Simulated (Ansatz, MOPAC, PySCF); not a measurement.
Dimer: HBr (SMILES Br) (first 2 atoms) with Si2H6 (SMILES [SiH3][SiH3]); geometry from B3LYP-D3(BJ)/def2-TZVP.
(charge 0, multiplicity 1):
```
atom    x (Å)    y (Å)    z (Å)
----  -------  -------  -------
Br    -0.4993   0.2664  -0.2040
H      0.2614  -0.5713   0.6674
Si     0.7735  -1.0094   3.7237
Si    -0.7551   0.7669   3.8227
H      2.0681  -0.6267   4.3365
H      1.0430  -1.4013   2.3133
H      0.2423  -2.2025   4.4254
H     -0.9876   1.1171   5.2454
H     -2.0425   0.3715   3.2069
H     -0.2133   1.9507   3.1171
```

Monomers are frozen at their geometry in the pair; levels with a basis set take the counterpoise correction. Rows marked so take none.

Rows in LANL2DZ carry no dispersion term and start afresh at each structure. LANL2DZ brings its own core potentials from Na on. The state reached by PM7 isn't checked; PM7 holds dispersion and hydrogen-bond terms.

Run with Ansatz (Gaussian orbitals); MOPAC for PM7 (differences of heats of formation); PySCF for LANL2DZ rows, the dispersion terms. Values without a source in brackets are computed.

### Question
One of these levels gives -1.51 kcal/mol for the interaction energy. Which one is it?
A. r2SCAN-D3(BJ)/def2-TZVPPD
B. PM7
C. B3LYP-D3(BJ)/def2-TZVPPD
D. B3LYP/LANL2DZ (no counterpoise)

### Answer
A, r2SCAN-D3(BJ)/def2-TZVPPD. The others give -0.45 (PM7), 0.53 (B3LYP/LANL2DZ (no counterpoise)), -2.08 (B3LYP-D3(BJ)/def2-TZVPPD)

Ansatz is an electronic-structure program.
